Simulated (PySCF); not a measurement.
Species: C₄H₉ClSi.
Atom-mapped SMILES: `[CH2:1]=[C:2]([CH3:3])[CH2:4][SiH2:5][Cl:6]` (hydrogens: H7, H8 on C1; H9, H10, H11 on C3; H12, H13 on C4; H14, H15 on Si5)

Cartesian coordinates in Å at the GFN2-xTB level; atoms count from 1:
```
atom  x, y, z in Å
C1    -1.3449   -0.4523    1.3398
C2    -0.8058   -0.0573    0.1972
C3    -1.2361   -0.6103   -1.1261
C4     0.2958    0.9555    0.1470
Si5    2.0162    0.1495   -0.0307
Cl6    3.4066    1.6092    0.1089
H7    -1.0272   -0.0495    2.2867
H8    -2.1270   -1.1910    1.3764
H9    -2.0559   -1.3136   -1.0080
H10   -1.5593    0.1935   -1.7869
H11   -0.4032   -1.1207   -1.6082
H12    0.1264    1.6394   -0.6878
H13    0.2836    1.5542    1.0602
H14    2.1847   -0.4878   -1.3364
H15    2.2416   -0.8108    1.0462
```

Computed, not measured: PySCF, TDDFT B3LYP/def2-SVPD, vertical, gas phase, core orbitals frozen in the response.

Transition dipole moments from the ground state, in atomic units and in the frame of the coordinates above (overall signs are arbitrary), for the states with f of 0.002 or more among the lowest 7:

```csv
state,E (eV),μx,μy,μz
S1,5.968,0.424,0.075,-0.268
S2,6.306,-0.367,-0.146,0.274
S3,6.685,0.827,0.416,-0.850
S4,6.974,-0.441,0.135,0.066
S5,7.243,0.136,0.187,-0.056
S6,7.306,-0.229,0.288,-0.224
S7,7.410,-0.097,0.079,-0.199
```

**Question.** What oscillator strength does each state have?

**Answer.** f = (2/3) ΔE |μ|² with ΔE in hartree (27.2114 eV).

```tsv
state	|μ|² (au)	|μ| (D)	f
S1	0.257	1.29	0.038
S2	0.231	1.22	0.036
S3	1.579	3.19	0.259
S4	0.217	1.18	0.037
S5	0.057	0.60	0.010
S6	0.186	1.10	0.033
S7	0.055	0.60	0.010
```

**Question.** Which bond between heavy atoms lies closest to the direction of the S3 transition dipole?

**Answer.** C1–C2, at 18° from it; next C2–C4 at 43°.

**Question.** What angle do the transition dipoles of S3 and S6 make?

**Answer.** |cos θ| = |μa·μb| / (|μa| |μb|) = 0.22, so θ ≈ 77° (taken between 0 and 90°, since the signs are arbitrary).

**Question.** How is the summed strength of these states shared among x, y and z?

**Answer.** (2/3) Σ ΔE μα² gives 0.207 for x, 0.058 for y and 0.158 for z, 0.422 in all.

**Question.** What peak molar absorption coefficient would the strongest computed level give as a lone Gaussian band 0.4 eV wide at half height?

**Answer.** ε(max) = 2.175×10⁸ f / FWHM, with the width in cm⁻¹. S3: 2.175×10⁸ × 0.2586 / 3226 ≈ 17000 L mol⁻¹ cm⁻¹.

Hardware: an Arm Neoverse N1 with one thread, shared host. Cost: 54 s of wall time.

One conformer stands for the species.
